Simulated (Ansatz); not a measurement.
C₃H₈AlF₂N, SMILES `CC(C)[NH][Al]([F])[F]`. The species carries charge 0 and has multiplicity 1. The geometry is a stationary point of PBE0-D4/def2-TZVP. It is one conformer, not always the lowest.

```xyz
15

C    -1.792    0.191   -0.120
C    -0.437    0.073    0.561
C     0.085   -1.348    0.494
N     0.519    1.001   -0.023
Al    2.086    0.794   -0.776
F     2.840    2.133   -1.358
F     2.866   -0.640   -0.937
H    -2.530   -0.457    0.360
H    -2.168    1.217   -0.072
H    -1.714   -0.091   -1.173
H    -0.571    0.328    1.623
H    -0.622   -2.036    0.961
H     1.044   -1.450    1.008
H     0.225   -1.663   -0.545
H     0.169    1.950   -0.003
```

Problem. What is the dipole moment at ωB97M-V/def2-TZVPP? (Estimate.)

Solution. Computed: 2.72 D, with components (-2.44, -0.01, 1.20) D in this frame, pointing from negative to positive charge.

Problem. And with PBE, r2SCAN, B3LYP? (Best estimate.)

Solution. The calculation gave: PBE 2.76 D, r2SCAN 2.77 D, B3LYP 2.78 D.

Problem. Give the Mulliken charges with ωB97M-V, r2SCAN, B3LYP in def2-TZVPP. (An estimate is asked.)

Solution. Ansatz gave: 
```tsv
atom	ωB97M-V	r2SCAN	B3LYP
C1	-0.29	-0.14	-0.24
C2	0.02	0.18	0.10
C3	-0.34	-0.16	-0.26
N4	-0.27	-0.35	-0.29
Al5	0.75	0.78	0.76
F6	-0.35	-0.36	-0.36
F7	-0.35	-0.36	-0.36
H8	0.09	0.04	0.07
H9	0.09	0.03	0.07
H10	0.10	0.04	0.07
H11	0.09	0.01	0.05
H12	0.11	0.04	0.08
H13	0.12	0.06	0.09
H14	0.12	0.05	0.08
H15	0.10	0.13	0.12
```

B3LYP here is the variant with VWN-RPA as its local correlation; programs differ in this.
